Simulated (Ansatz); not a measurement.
Harmonic frequencies (cm⁻¹) at PBE0-D4/def2-TZVP from Ansatz: 166, 199, 250, 449, 460, 564, 577, 579, 743, 842, 894, 1163, 1761, 2158, 2161.

(1) Which molecule is it?
A. `OC[TeH]`
B. `F[C]1=[C](Cl)[GeH2]1`
C. `N#C[O][GaH2]`
D. `[F][Ge]1([Cl])[CH]=[CH]1`

Results:

(1) B.
